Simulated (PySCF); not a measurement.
Computed IR spectrum (relative IR intensity) of a molecule CH₇ClN₂Si₂. The structure is a stationary point at B3LYP-D3(BJ)/def2-SVP. Other conformers were not sampled. Method: B3LYP-D3(BJ)/def2-SVP run with PySCF 2.14.0. Frequencies are harmonic and unscaled.

Lines under 2 % of the strongest are left out, and lines within 2 cm⁻¹ are merged.

ν (cm⁻¹): 237 (vw), 309 (vs), 426 (m), 458 (vw), 520 (vs), 538 (m), 580 (m), 655 (vw), 726 (s), 792 (m), 834 (m), 852 (m), 913 (vs), 950 (s), 1032 (w), 1151 (w), 1329 (m), 1522 (m), 2205 (s), 2222 (s), 3002 (m), 3049 (m), 3568 (w), 3580 (m), 3684 (m) (against the strongest line: vs over 80 %, s over 45 %, m over 15 %, w over 4 %, vw less)

**Question.** Which structure fits?
A) N[SiH2]/N=C/[SiH2]Cl
B) CN1[SiH2]N[Si@H]1Cl
C) N[Si@]1(Cl)NC[SiH2]1
D) N[Si@@]1(Cl)C[SiH2]N1

**Answer.** C, N[Si@]1(Cl)NC[SiH2]1
